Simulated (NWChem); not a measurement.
# C$_{2}$H$_{4}$ClGa; SMILES C=[CH][GaH][Cl]

```xyz
8

Ga    -0.7435    -0.0177     0.0000
H     -2.2025     0.5310    -0.0002
Cl     0.8153     1.4889    -0.0019
C     -0.0634    -1.8353     0.0013
C      1.2547    -2.0784    -0.0005
H     -0.7551    -2.6874     0.0033
H      1.6615    -3.0974    -0.0001
H      1.9874    -1.2627    -0.0024
```
Atoms are numbered in this order, from 1.

Program: NWChem. Pople sets run with spherical d functions. Coordinates come from a PBE0/def2-SVP optimisation. GIAO values for the isolated, static molecule; σ is the absolute isotropic shielding, δ = σ(reference) − σ with the isolated reference molecule computed at the same levels (13C: tetramethylsilane, 1H: tetramethylsilane).

Task: What does the run give for Hartree-Fock/6-31G*? Quantities: σ Ga1 (ppm); δ H2 (ppm); σ Cl3 (ppm); δ C4 (ppm); δ C5 (ppm); δ H6 (ppm); δ H8 (ppm).

Result: 
```yaml
"σ Ga1 (ppm)": 1654.9
"δ H2 (ppm)": 6.10
"σ Cl3 (ppm)": 1014.9
"δ C4 (ppm)": 129.5
"δ C5 (ppm)": 146.1
"δ H6 (ppm)": 6.15
"δ H8 (ppm)": 6.90
```
